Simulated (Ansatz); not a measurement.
Geometry optimisation, DFT PBE-D3(BJ), scalar-relativistic, plane waves, PAW (Ansatz 0.2.0).

input.yaml

```yaml
accuracy: low
crystal:
  lattice:
    - [8.173302, 0.0, 0.0]
    - [0.0, 8.173302, 0.0]
    - [0.0, 0.0, 8.173302]
  atoms:
    - { symbol: C, position: [0.7593378, 0.9944553, 0.0608014] }
    - { symbol: F, position: [0.6440716, 1.0444295, -0.0424719] }
    - { symbol: F, position: [0.7252902, 0.8436188, 0.1111818] }
    - { symbol: F, position: [0.9035382, 0.9952388, -0.0143964] }
    - { symbol: F, position: [0.7644511, 1.094534, 0.1888919] }
    - { symbol: C, position: [0.3016571, 0.8570689, 0.1332511] }
    - { symbol: F, position: [0.3051672, 0.990377, 0.2263408] }
    - { symbol: F, position: [0.3337152, 0.8977438, -0.0209141] }
    - { symbol: F, position: [0.413474, 0.7513042, 0.1857858] }
    - { symbol: F, position: [0.154272, 0.7888504, 0.1417919] }
    - { symbol: C, position: [0.1976122, 0.7182891, 0.6759018] }
    - { symbol: F, position: [0.0808995, 0.7127962, 0.7890258] }
    - { symbol: F, position: [0.1307476, 0.7043798, 0.5283052] }
    - { symbol: F, position: [0.2767048, 0.8600008, 0.6864492] }
    - { symbol: F, position: [0.302097, 0.5959797, 0.6998269] }
    - { symbol: C, position: [0.7124, 0.4164586, 0.7358432] }
    - { symbol: F, position: [0.7911523, 0.5159748, 0.837547] }
    - { symbol: F, position: [0.6744241, 0.278651, 0.8134059] }
    - { symbol: F, position: [0.576275, 0.488698, 0.6838765] }
    - { symbol: F, position: [0.8077485, 0.3825104, 0.6085433] }
    - { symbol: C, position: [0.1285476, 0.3229959, 0.4100752] }
    - { symbol: F, position: [-0.0259141, 0.3737027, 0.4056622] }
    - { symbol: F, position: [0.1708882, 0.2914911, 0.5639056] }
    - { symbol: F, position: [0.1438116, 0.1878613, 0.3208859] }
    - { symbol: F, position: [0.2254047, 0.4389284, 0.3498471] }
    - { symbol: C, position: [0.5547493, 0.975748, 0.5213227] }
    - { symbol: F, position: [0.5605553, 0.84021, 0.43163] }
    - { symbol: F, position: [0.4076576, 1.043712, 0.5073934] }
    - { symbol: F, position: [0.5828776, 0.9388505, 0.6771959] }
    - { symbol: F, position: [0.6679066, 1.0802197, 0.4690717] }
basis:
  ecutwfc: 420.0
kpoints:
  mp_grid: { grid: [1, 1, 1] }
hamiltonian:
  xc: pbe
  dispersion: d3bj
scf:
  occupations: { method: fermi_dirac, width: 0.05 }
  lower_state_search: "off"
relax:
  f_tol: 0.3
  max_steps: 15
  adjacent_minimum: "off"
```

Run as:

```bash
$ ansatz run input.yaml --threads 1 --pin off --max-ram 3072MiB --backend cpu --events-out ev --progress --plain --runs-dir out
```

Where does it end, and by what steps?

The forces met the threshold. The threshold is loose, so the end isn't yet a minimum. The force dipped under the threshold on the way, but the program's further checks kept it going. Limits of this set-up: coarse k mesh, low accuracy level. After 9 steps the energy has fallen by 1.489 eV; F30 moved furthest, 1.30 Å.

| step | energy less start (eV) | largest force component (eV/Å) | accepted |
| --- | --- | --- | --- |
| 0 | 0.0000 | 0.874 | yes |
| 1 | -0.6809 | 0.369 | yes |
| 2 | -1.0202 | 0.353 | yes |
| 3 | -1.1980 | 0.137 | yes |
| 4 | -1.3020 | 0.257 | yes |
| 5 | -1.3767 | 0.321 | yes |
| 6 | -1.4348 | 0.368 | yes |
| 7 | -1.4699 | 0.338 | yes |
| 8 | -1.4885 | 0.222 | yes |
| 9 | -1.4885 | 0.222 | yes |

```xyz
30
Lattice="8.1733 0.0000 0.0000 0.0000 8.1733 0.0000 0.0000 0.0000 8.1733" Properties=species:S:1:pos:R:3
C 6.544 8.199 0.728
F 5.263 8.273 0.349
F 6.851 6.931 1.032
F 7.336 8.623 -0.268
F 6.729 8.976 1.799
C 2.530 6.159 0.838
F 2.548 7.030 1.857
F 2.635 6.828 -0.320
F 3.557 5.307 0.952
F 1.380 5.475 0.860
C 0.785 6.355 5.062
F -0.071 6.218 6.080
F 0.137 6.163 3.908
F 1.308 7.583 5.080
F 1.763 5.451 5.179
C 5.505 3.714 6.342
F 5.893 4.478 7.367
F 5.003 2.566 6.811
F 4.568 4.352 5.634
F 6.555 3.452 5.556
C 1.279 2.597 3.190
F 0.191 3.241 2.751
F 1.140 2.326 4.494
F 1.430 1.459 2.509
F 2.361 3.366 3.009
C 5.050 7.998 4.577
F 5.137 7.025 3.666
F 4.231 8.959 4.126
F 4.568 7.496 5.722
F 6.269 8.515 4.797
```

Run time: 13 s on 1 thread of AMD EPYC 9R45 96-Core Processor (Zen 5), on a shared host, peak memory 0.61 GiB.
